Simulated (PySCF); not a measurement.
FeO₃, SMILES [O]=[Fe](=[O])=[O], multiplicity 1.

Coordinates come from a r2SCAN-D4/def2-SVP optimisation. The multiplicity is an assumed one; other spin states were not compared.

Computed with TDDFT-PBE0/def2-SVPD in PySCF 2.14.0.

Vertical excitations; the highest root listed may be one member of a degenerate set. Gas-phase values at a fixed geometry. State labels are in the subgroup C2v.

```json
[
 {"state": "S1", "symmetry": "B2", "energy (eV)": "0.95", "λ (nm)": "1300", "f": "0.000", "main pairs": "HOMO→LUMO (degenerate set)"},
 {"state": "S2", "symmetry": "A2", "energy (eV)": "0.95", "λ (nm)": "1300", "f": "0.000", "main pairs": "HOMO→LUMO+1 (degenerate set)"},
 {"state": "S3", "symmetry": "A2", "energy (eV)": "2.15", "λ (nm)": "577", "f": "0.000", "main pairs": "HOMO−1→LUMO (degenerate set)"},
 {"state": "S4", "symmetry": "B2", "energy (eV)": "2.15", "λ (nm)": "577", "f": "0.000", "main pairs": "HOMO−1→LUMO+1 (degenerate set)"},
 {"state": "S5", "symmetry": "A2", "energy (eV)": "3.24", "λ (nm)": "383", "f": "0.000", "main pairs": "HOMO−3→LUMO+1 49 %, HOMO−4→LUMO 49 %"},
 {"state": "S6", "symmetry": "A1", "energy (eV)": "3.24", "λ (nm)": "383", "f": "0.001", "main pairs": "HOMO→LUMO+2, HOMO−2→LUMO (degenerate set)"},
 {"state": "S7", "symmetry": "B1", "energy (eV)": "3.24", "λ (nm)": "382", "f": "0.001", "main pairs": "HOMO→LUMO+3, HOMO−2→LUMO+1 (degenerate set)"},
 {"state": "S8", "symmetry": "A2", "energy (eV)": "3.38", "λ (nm)": "366", "f": "0.000", "main pairs": "HOMO−4→LUMO, HOMO−3→LUMO+1, HOMO−1→LUMO (degenerate set)"},
 {"state": "S9", "symmetry": "B2", "energy (eV)": "3.38", "λ (nm)": "366", "f": "0.000", "main pairs": "HOMO−3→LUMO, HOMO−4→LUMO+1, HOMO−1→LUMO+1 (degenerate set)"},
 {"state": "S10", "symmetry": "B2", "energy (eV)": "3.40", "λ (nm)": "365", "f": "0.003", "main pairs": "HOMO−4→LUMO+1 49 %, HOMO−3→LUMO 49 %"},
 {"state": "T1", "symmetry": "B2", "energy (eV)": "0.39", "λ (nm)": "3149", "f": "0", "main pairs": "HOMO→LUMO (degenerate set)"},
 {"state": "T2", "symmetry": "A2", "energy (eV)": "0.39", "λ (nm)": "3149", "f": "0", "main pairs": "HOMO→LUMO+1 (degenerate set)"},
 {"state": "T3", "symmetry": "A2", "energy (eV)": "1.60", "λ (nm)": "775", "f": "0", "main pairs": "HOMO−1→LUMO (degenerate set)"},
 {"state": "T4", "symmetry": "B2", "energy (eV)": "1.60", "λ (nm)": "775", "f": "0", "main pairs": "HOMO−1→LUMO+1 (degenerate set)"}
]
```
Triplets are in the Tamm–Dancoff approximation, which puts them higher than full response would, so one can lie above its singlet here.
